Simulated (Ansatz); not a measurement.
`[NH2][Al]([NH2])[SH]` and `[NH2][Al]([NH2])[SiH2][SiH3]` differ in one atom or group.

Ansatz, PBE0-D4/def2-TZVP geometries, multiplicity 1. Each molecule was computed in one conformer, which needn't be the lowest.

```csv
property,`[NH2][Al]([NH2])[SH]`
HOMO energy (PBE0/def2-TZVPP) / eV,-7.12
HOMO–LUMO gap (PBE/def2-TZVPP) / eV,4.90
size of the dipole moment (B3LYP/def2-TZVPP) / D,2.10
LUMO energy (B3LYP/def2-TZVPP) / eV,-0.30
zero-point energy (PBE0-D4/def2-TZVP) / kJ/mol,158.7
HOMO energy (B3LYP/def2-TZVPP) / eV,-6.86
```

(1) What does the change do to each property? (Estimate.)

Results:

(1) The calculation gave: 
| property | `[NH2][Al]([NH2])[SiH2][SiH3]` | shift |
| --- | --- | --- |
| HOMO energy (PBE0/def2-TZVPP) / eV | -7.07 | 0.05 |
| HOMO–LUMO gap (PBE/def2-TZVPP) / eV | 4.43 | -0.47 |
| size of the dipole moment (B3LYP/def2-TZVPP) / D | 1.90 | -0.20 |
| LUMO energy (B3LYP/def2-TZVPP) / eV | -0.66 | -0.36 |
| zero-point energy (PBE0-D4/def2-TZVP) / kJ/mol | 244.5 | 85.8 |
| HOMO energy (B3LYP/def2-TZVPP) / eV | -6.82 | 0.04 |

With PBE0 the HOMO rises by 0.05 eV and the LUMO falls by 0.53 eV, so the gap narrows by about 0.58 eV. PBE moves the HOMO by 0.02 eV and ωB97M-V by 0.01 eV. The zero-point energy changes by 85.8 kJ/mol with +15 modes. Dipoles are sizes alone; their direction can turn.

B3LYP here is the variant with VWN-RPA as its local correlation; programs differ in this.
